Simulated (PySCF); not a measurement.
AlClGeH₄N (calculated)

Computed with PySCF 2.14.0. Calculation on a computer-drawn molecule: the log of a Hartree-Fock and frozen-core CCSD(T) single point meant for a local Hartree-Fock minimum, with one planted fault or none, to be diagnosed. Offsets are logged minus clean, where the clean run is the same molecule without the fault. The reference is restricted for singlets and unrestricted otherwise, and also for a bond in bohr or an excited solution. Adding or removing an electron swaps singlet and doublet. The excited solution moves the top pair (singlet) or top alpha electron (doublet) to the lowest empty orbital. Highest occupied and lowest empty are orbital energies over both spins, largest force is the largest gradient component, triples share is (T) over the correlation energy, the T1 limit is 0.02 restricted and 0.045 unrestricted, electrons count all cores, a negative frequency is imaginary (commonest isotopes), and the dipole is about the centre of nuclear charge; on germanium a core potential holds 10 electrons, which the energies leave out, and 3d is frozen in MP2 and coupled-cluster steps.

```xyz
8
formula=AlClGeH4N meant_charge=0 meant_multiplicity=2 meant_basis=cc-pV(D+d)Z meant_basis_and_core_potential_on_germanium=cc-pVDZ-PP_ECP10MDF logged_electrons=73 logged_basis_functions=103 logged_SCF_converged=yes logged_spin_squared=1.501 logged_highest_occupied=-8.4463 logged_lowest_empty=0.9572 logged_largest_force=0.023365 logged_T1_diagnostic=0.056975 logged_D1_diagnostic=0.28652 logged_triples_share=0.036317 logged_CC_converged=yes logged_dipole_magnitude=2.6454 logged_SCF_stable_within_its_kind=yes logged_energy_HF=-1051.50045 logged_energy_CCSD(T)=-1052.00505 possible_faults=no_fault,one_electron_removed,one_electron_added,multiplicity_raised_by_two,geometry_at_a_saddle_point,SCF_held_on_an_excited_solution,minimal_basis_STO-3G,one_bond_length_entered_in_bohr,all_coordinates_scaled
Al    -2.1399    -2.2147    -0.7125
N     -0.9156    -0.9569    -0.3414
Ge     0.2347    -0.0721    -1.4404
Cl     2.2047    -1.0259    -1.3887
H     -2.3526    -2.5365    -2.2548
H     -0.5841    -0.5637     1.4922
H      0.4816     1.3526    -0.9631
H     -0.2432    -0.1731    -2.8787
```

Units: logged_highest_occupied, logged_lowest_empty in eV; logged_largest_force in hartree/bohr; logged_dipole_magnitude in debye; logged_energy_HF, logged_energy_CCSD(T) in hartree.

Drawn bonds:
```
atom  other atom  order
   1           2      1
   2           3      1
   3           4      1
   1           5      1
   2           6      1
   3           7      1
   3           8      1
```

Notes: T1 above single-reference limit.

Q: Which fault was planted in the run of AlClGeH₄N?
A: one bond length entered in bohr, row 5 of the drawn bonds

Further results for AlClGeH₄N:

* HF energy offset from clean run: 86.81 kcal/mol
* CCSD(T) energy offset from clean run: 88.44 kcal/mol
